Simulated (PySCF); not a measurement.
Identify the unknown among the candidates.

All candidates are C6H10O.

* Rotational structure: rotational constants A, B, C: 5.887, 1.406, 1.303 GHz [GFN2-xTB]
* UV, first state: lowest singlet excitation: 6.40 eV (194 nm, f = 0.002) [TDDFT CAM-B3LYP/def2-SVPD]
* Polarisability: 76.3 au [CAM-B3LYP/def2-SVPD]
* Dipole: 1.92 D [CAM-B3LYP/def2-SVPD]
* UV, strongest line: among the 8 lowest singlet transitions: S3 at 7.16 eV (173 nm, f = 0.344) [TDDFT CAM-B3LYP/def2-SVPD]
* Triplet: lowest triplet excitation (Tamm–Dancoff): 4.44 eV [TDA CAM-B3LYP/def2-SVPD]

Gas-phase values; electronic properties from PySCF, density fitting. Levels stand in brackets. Geometry: GFN2-xTB, one conformer, isolated molecule.

Question: Which candidate is it?
A. `C=C=C[C@H](C)OC`
B. `C1CC[C@H]2O[C@H]2C1`
C. `COCC=C1CC1`

Answer: C. It is `COCC=C1CC1`. Numbering: `[CH3:1][O:2][CH2:3][CH:4]=[C:5]1[CH2:6][CH2:7]1`. Its formula, C6H10O, gives 2 degrees of unsaturation: 1 ring and 1 π bond in the structure found. The optimised geometry has point group C1 and is an asymmetric top.

The others, at the same levels:
- `C1CC[C@H]2O[C@H]2C1` fails: its computed lowest singlet excitation is 7.68 eV (161 nm, f = 0.025) (against 6.40 eV), lowest triplet excitation (Tamm–Dancoff) is 7.51 eV (against 4.44 eV) and strongest line among the 8 lowest singlet transitions is S6 at 8.69 eV (143 nm, f = 0.032) (against S3 at 7.16 eV).
- `C=C=C[C@H](C)OC` fails: its computed lowest singlet excitation is 5.98 eV (207 nm, f = 0.000) (against 6.40 eV), lowest triplet excitation (Tamm–Dancoff) is 4.68 eV (against 4.44 eV) and strongest line among the 8 lowest singlet transitions is S8 at 7.78 eV (159 nm, f = 0.793) (against S3 at 7.16 eV).

Each candidate is one conformer, not necessarily the lowest. Dipoles, sizes and rotational constants follow the conformer. The torsions of the flexible species, by atom-mapped SMILES:
- `[CH3:1][O:2][CH2:3][CH:4]=[C:5]1[CH2:6][CH2:7]1`: C1–O2–C3–C4 68°, O2–C3–C4–C5 -114°
- `[CH2:1]=[C:2]=[CH:3][C@H:4]([CH3:5])[O:6][CH3:7]`: C2–C3–C4–C5 -118°, C3–C4–O6–C7 -69°

The conformers of `C1CC[C@H]2O[C@H]2C1` aren't listed.
